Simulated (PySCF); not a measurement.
Isomers of C4H10F2Si2, one GFN2-xTB conformer each. Single-point energies are computed at PBE0/pcSseg-1 (PySCF, gas phase, no added dispersion term), electronic only.

Problem. Rank them by PBE0/pcSseg-1 energy, lowest first (kcal/mol).
A. `[CH3:1][SiH2:2]/[C:3](=[CH:4]\[SiH3:5])[CH:6]([F:7])[F:8]` with C1–Si2–C3–C4 88°, Si2–C3–C6–F7 43°
B. `[CH3:1][SiH2:2]/[C:3](=[CH:4]/[SiH3:5])[CH:6]([F:7])[F:8]` with C1–Si2–C3–C4 -108°, Si2–C3–C6–F7 -121°

Solution. B (0.0), A (0.1).

Neighbours under 2.5 kcal/mol apart (C[SiH2]/C(=C/[SiH3])C(F)F and C[SiH2]/C(=C\[SiH3])C(F)F) can change places with a better method, another conformer or zero-point energy. C[SiH2]/C(=C/[SiH3])C(F)F and C[SiH2]/C(=C\[SiH3])C(F)F are stereoisomers, 0.1 kcal/mol apart in the conformers taken. GFN2-xTB itself gives, in the same order: 0.0, 0.7. Both levels put the same isomer lowest.

Problem. Which frontier levels, dipoles and rotational constants go with these structures?

Solution. 
| SMILES | HOMO (eV, PBE0/pcSseg-1) | LUMO (eV) | dipole (D) | A, B, C (MHz) |
| --- | --- | --- | --- | --- |
| C[SiH2]/C(=C/[SiH3])C(F)F | -8.15 | -1.34 | 1.44 | 1995, 879.7, 700.0 |
| C[SiH2]/C(=C\[SiH3])C(F)F | -8.16 | -1.32 | 1.56 | 1485, 1033, 681.6 |
